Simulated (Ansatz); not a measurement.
Consider the redistribution: `C=C[SiH](C)F` + `[SiH3]OC([SiH3])S` → `C=C[SiH](C)S` + `FC([SiH3])O[SiH3]`.

Gas-phase electronic energies from Ansatz, PBE0-D4/def2-TZVP geometries. CBS: MP2 limit from def2 TZ/QZ plus the TZ coupled-cluster correction, frozen cores. Functionals use def2-TZVPP. B3LYP here is the variant with VWN-RPA as its local correlation; programs differ in this. One conformer a species, not always the lowest.

```tsv
level	ΔE (kJ/mol)	difference from CCSD(T)/CBS
PBE-D4	91.7	-15.3
r2SCAN-D4	97.3	-9.7
PBE0-D4	94.1	-12.9
B3LYP-D4	99.6	-7.4
ωB97X-V	95.7	-11.3
ωB97M-V	99.8	-7.2
B2PLYP	101.5	-5.5
PBE	89.2	-17.8
r2SCAN	96.9	-10.1
PBE0	92.0	-15.0
B3LYP	95.2	-11.8
HF/def2-TZVPP	94.6	-12.4
MP2/def2-TZVPP	110.8	3.8
SCS-MP2/def2-TZVPP	107.8	0.8
CCSD/def2-TZVPP	102.6	-4.4
CCSD(T)/def2-TZVPP	103.2	-3.8
HF/def2-QZVPP	96.7	-10.3
MP2/def2-QZVPP	113.6	6.6
SCS-MP2/def2-QZVPP	110.5	3.5
HF/CBS(def2)	97.0	-10.0
MP2/CBS(def2)	114.5	7.5
CCSD/CBS(def2)	106.3	-0.7
CCSD(T)/CBS	107.0	0
```

Largest T1 diagnostic among the species: 0.012.

In def2-TZVPP, CCSD(T) changes the Hartree–Fock value by +8.7 kJ/mol (the triples alone add +0.6 kJ/mol) and MP2 by +16.2 kJ/mol. The D4 term adds +4.4 kJ/mol with B3LYP and +2.1 kJ/mol with PBE0; it sums over pairs of atoms, weighted by their polarisabilities, and B3LYP, whose exchange is more repulsive, gets the larger term.

CCSD(T)/CBS has its own doubt, a few kJ/mol and more with outer-core shells, so smaller differences from it don't rank the levels.
